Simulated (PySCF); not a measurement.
# Diatomics of Te with the fourth-period p block

CCSD(T) with triple-zeta basis sets in PySCF, for the lowest determinant that a PBE0 search found; no spin–orbit coupling. De refers to high-spin ground-configuration atoms.

| M | basis | reference, frozen orbitals | state (unpaired electrons) | Re (Å) | ωe (cm⁻¹) | De (eV) |
| --- | --- | --- | --- | --- | --- | --- |
| Ge | def2-TZVPPD | RHF, 13 | singlet (closed shell) | 2.351 | 325 | 4.37 |
| Se | x2c-TZVPPall | UHF, 27 | triplet (π ↑↑) | 2.366 | 319 | 3.01 |
| Br | x2c-TZVPPall | UHF, 27 | doublet (π ↑) | 2.476 | 266 | 2.20 |

The shortest bond is that of GeTe (2.351 Å), the longest that of TeBr (2.476 Å). GeTe is bound most strongly (4.37 eV) and TeBr least (2.20 eV).

The rows differ in basis set, which adds steps of its own.

The state changes along the series, so neighbouring rows are not always alike in their bonding.

Correlated steps freeze the inner cores (13 to 27 orbitals); shallow outer-core shells are correlated. These are scalar-relativistic numbers at best; spin–orbit coupling would shift them, the dissociation energy most. Where the molecule has an RHF reference, its open-shell atoms are computed with UHF. States were picked by a PBE0 search and need not be the measured ground states.
